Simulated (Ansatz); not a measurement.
A nudged elastic band was laid between two geometries of AlBH6OSi (10 atoms, charge 0, multiplicity 1).

The calculation used RKS PBE/6-31G in Ansatz 0.2.0.

```json
{
  "movable images": "7",
  "climbing image": "yes",
  "spring": "5.0 eV/Å²",
  "optimiser": "quadratic models (default)",
  "start path": "IDPP",
  "force threshold": "0.03 eV/Å",
  "iteration limit": "60",
  "end points": "relaxed"
}
```

First end point:

```xyz
10
Properties=species:S:1:pos:R:3
Al -0.494 1.960 -0.126
B 0.612 0.559 1.103
O 0.750 -0.800 0.876
Si 0.101 -1.789 -0.436
H 0.211 2.831 -1.314
H -2.055 2.347 0.163
H 1.185 0.958 2.098
H -0.780 -2.854 0.166
H -0.705 -0.865 -1.342
H 1.258 -2.400 -1.185
```

Last end point:

```xyz
10
Properties=species:S:1:pos:R:3
Al 0.251 2.523 0.718
B -0.165 0.413 0.696
O 0.134 -0.270 -0.472
Si -0.051 -1.983 -0.911
H -0.850 3.640 0.261
H 1.686 3.135 1.202
H -0.640 -0.215 1.629
H -0.659 -2.747 0.250
H -0.946 -2.038 -2.124
H 1.323 -2.510 -1.245
```

(1) What changes between the two ends?

(2) What energy profile does the band end with?

(3) What is the geometry of the highest image?

The band took 32 iterations and about 8 core-minutes.

Answers

(1) No bond is made or broken. The dihedral H6–Al1–B2–O3 goes from 93 to -90°.

(2) It converged. The highest image is number 4 of 0 to 8, 0.156 eV above the first end and 0.191 eV above the last; the last end lies 0.035 eV below the first. The profile has 2 maxima (images 4, 6) with wells between them (image 5): this band takes more than one step, which may be the mechanism or a detour left from its start path. A vibrational analysis at the climbing image gives one clearly imaginary mode, 145i cm⁻¹: a first-order saddle point. Limits of this set-up: no polarisation functions.

```csv
image,path coordinate (Å),energy (eV),dihedral H6–Al1–B2–O3 (°)
0,0.00,0.000,93
1,0.57,0.010,104
2,1.15,0.043,111
3,1.72,0.104,116
4,2.30,0.156,107
5,3.86,0.012,113
6,5.42,0.042,166
7,6.98,0.010,-135
8,8.54,-0.035,-90
```

(3) 
```xyz
10
Properties=species:S:1:pos:R:3:forces:R:3
Al -0.622 2.387 0.404 0.00 -0.01 0.02
B 0.171 0.475 1.060 0.00 0.01 -0.01
O 0.263 -0.598 0.220 -0.01 0.00 -0.01
Si 0.372 -1.958 -0.826 0.00 0.00 0.01
H 0.217 3.429 -0.535 0.00 0.01 0.01
H -2.097 2.932 0.852 -0.01 0.00 -0.01
H 0.561 0.314 2.207 0.01 0.01 0.00
H -0.185 -3.174 -0.120 0.00 0.00 0.00
H -0.425 -1.700 -2.089 0.00 0.00 0.00
H 1.829 -2.158 -1.170 0.00 0.00 0.00
```

Run time: 7.8 min on 1 thread of Arm Neoverse V2, with other jobs on the host, peak memory 0.1 GiB.
